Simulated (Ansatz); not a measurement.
The first iterations of a band of C2H7BFGa (12 atoms, charge 0, multiplicity 1).

Theory: Ansatz 0.2.0, RKS BHLYP-D4/def2-SVP.

* movable images: 5
* climbing image: yes
* spring: 5.0 eV/Å²
* optimiser: lbfgs
* start path: through a guess of the saddle point
* force threshold: 0.03 eV/Å
* iteration limit: 60
* end points: relaxed

Image 0:

```xyz
12
Properties=species:S:1:pos:R:3
C -2.220 0.716 -0.040
B -1.030 0.179 -0.891
Ga 0.973 0.180 -0.270
C 2.171 -1.033 0.702
F 1.846 1.647 -0.738
H -3.024 1.149 -0.643
H -2.649 -0.196 0.411
H -1.971 1.390 0.782
H -1.294 -0.324 -1.953
H 3.035 -1.267 0.073
H 1.693 -1.968 1.004
H 2.548 -0.528 1.597
```

Image 6:

```xyz
12
Properties=species:S:1:pos:R:3
C -2.237 0.696 -0.026
B -1.083 -0.004 -0.802
Ga 0.938 0.108 -0.257
C 2.223 -1.019 0.709
F 1.721 1.604 -0.789
H -2.043 0.962 1.015
H -2.351 1.648 -0.576
H -3.203 0.190 -0.109
H -1.367 -0.577 -1.822
H 3.094 -1.201 0.072
H 1.809 -1.980 1.022
H 2.575 -0.485 1.597
```

| iteration | highest image above the first end (eV) | largest band force component (eV/Å) |
| --- | --- | --- |
| 1 | 17.149 | 45.000 |
| 2 | 6.498 | 10.725 |
| 3 | 4.487 | 5.519 |
| 4 | 2.811 | 3.044 |
| 5 | 1.773 | 3.045 |
| 6 | 1.465 | 1.492 |
| 7 | 0.955 | 1.333 |
| 8 | 0.566 | 1.982 |
| 9 | 0.495 | 0.689 |
| 10 | 0.458 | 0.627 |
| 11 | 0.344 | 0.959 |
| 12 | 0.325 | 0.463 |
| 13 | 0.315 | 0.416 |
| 14 | 0.265 | 0.400 |
| 15 | 0.250 | 1.857 |
| 16 | 0.214 | 0.620 |
| 17 | 0.208 | 0.272 |
| 18 | 0.199 | 0.226 |
| 19 | 0.193 | 0.347 |
| 20 | 0.189 | 0.128 |

**Question.** Does the band converge within its limit, and where does its top end?

**Answer.** The run ended unconverged. It ended after 60 iterations with the highest image 0.139 eV above the first end. The band didn't meet its force threshold, so its energies are provisional: the largest band force was still 0.08 eV/Å, and over the last iterations the top stayed at 0.14 eV.

Run time: 19 min on 2 threads of Arm Neoverse V1, with other jobs on the host, peak memory 0.32 GiB.
